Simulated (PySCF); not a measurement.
Here is a job for PySCF.
```python
from pyscf import gto, scf, mp

mol = gto.Mole()
mol.atom = '''
    F    -0.00000000   -0.00000000   -0.70158239
    F     0.00000000    0.00000000    0.70158239
'''
mol.basis = '6-31g*'
mol.verbose = 4
mol.build()

mf = scf.RHF(mol)
mf.kernel()

pt = mp.MP2(mf, frozen=2)
pt.kernel()
print('E(MP2) = %.10f' % pt.e_tot)
```

Estimate the nuclear repulsion energy that MP2/6-31G* (PySCF) returns for this input.

30.5476 Eh

Estimate the total energy that MP2/6-31G* returns for this input.

-199.0294 Eh

Give the MP2 correlation energy at the level MP2/6-31G*.

-0.3587 Eh

Predict the SCF-reference Mulliken (on the basis functions themselves) charges in atom order from MP2/6-31G*.

F1 0.00, F2 0.00

What SCF-reference HOMO energy does MP2/6-31G* give?

-17.83 eV
